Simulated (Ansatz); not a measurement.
Mulliken charges of CHF2NSi, SMILES `N#C[SiH](F)F` from PBE/def2-TZVPP in Ansatz (PBE0-D4/def2-TZVP geometry).

| atom | x (Å) | y (Å) | z (Å) | charge (e) |
| --- | --- | --- | --- | --- |
| N1 | 0.363 | -2.300 | 0.731 | 0.059 |
| C2 | 0.195 | -1.221 | 0.367 | -0.268 |
| Si3 | -0.076 | 0.526 | -0.136 | 0.740 |
| F4 | -1.389 | 0.570 | -1.003 | -0.238 |
| F5 | 1.146 | 0.954 | -1.032 | -0.238 |
| H6 | -0.196 | 1.408 | 1.027 | -0.055 |

Question: By hand: the dipole of these point charges (1 e Å = 4.8032 D).

Answer: Σ q r = (-0.018, 0.141, 0.272) e Å, of length 0.307 e Å = 1.47 D.

Question: How does the dipole of the full density compare? (Best estimate.)

Answer: Ansatz gave: (-0.075, 0.502, 0.079) e Å, 2.47 D; the point charges give 0.60 times that, at 54° from its direction.

Point charges leave out the atoms' own dipoles, such as those of lone pairs, and Mulliken's split depends on the basis, so the two needn't agree.
